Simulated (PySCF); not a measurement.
In³⁺ (indium, charge +3) across methods

[Kr] 4d10, closed-shell 1S. Computed with PySCF 2.14 in aug-cc-pVQZ-PP with ECP28MDF, with a scalar-relativistic core potential.

```json
{"method": "PW91", "E (hartree)": "-188.2315", "mean ε 4s (eV)": "-151.43", "mean ε 4p (eV)": "-108.98", "mean ε 4d (eV)": "-47.778", "Σ⟨r²⟩ (bohr²)": "23.22", "⟨S²⟩": "0.000"}
{"method": "M06-2X", "E (hartree)": "-188.1303", "mean ε 4s (eV)": "-162.06", "mean ε 4p (eV)": "-117.89", "mean ε 4d (eV)": "-52.818", "Σ⟨r²⟩ (bohr²)": "23.10", "⟨S²⟩": "0.000"}
{"method": "PBE0", "E (hartree)": "-188.1809", "mean ε 4s (eV)": "-157.56", "mean ε 4p (eV)": "-113.90", "mean ε 4d (eV)": "-50.179", "Σ⟨r²⟩ (bohr²)": "23.11", "⟨S²⟩": "0.000"}
{"method": "LC-wPBE", "E (hartree)": "-188.2078", "mean ε 4s (eV)": "-157.36", "mean ε 4p (eV)": "-114.86", "mean ε 4d (eV)": "-52.839", "Σ⟨r²⟩ (bohr²)": "23.15", "⟨S²⟩": "0.000"}
{"method": "LDA", "E (hartree)": "-187.8014", "mean ε 4s (eV)": "-151.23", "mean ε 4p (eV)": "-108.84", "mean ε 4d (eV)": "-47.881", "Σ⟨r²⟩ (bohr²)": "23.35", "⟨S²⟩": "0.000"}
{"method": "r2SCAN", "E (hartree)": "-188.2390", "mean ε 4s (eV)": "-154.68", "mean ε 4p (eV)": "-111.22", "mean ε 4d (eV)": "-48.098", "Σ⟨r²⟩ (bohr²)": "23.05", "⟨S²⟩": "0.000"}
{"method": "PBE", "E (hartree)": "-188.1593", "mean ε 4s (eV)": "-151.30", "mean ε 4p (eV)": "-108.86", "mean ε 4d (eV)": "-47.683", "Σ⟨r²⟩ (bohr²)": "23.22", "⟨S²⟩": "0.000"}
{"method": "UHF", "E (hartree)": "-187.41545", "mean ε 4s (eV)": "-175.22", "mean ε 4p (eV)": "-127.89", "mean ε 4d (eV)": "-56.520", "Σ⟨r²⟩ (bohr²)": "22.92", "⟨S²⟩": "0.000"}
```

Energies and moments cover only the electrons outside the core potential.
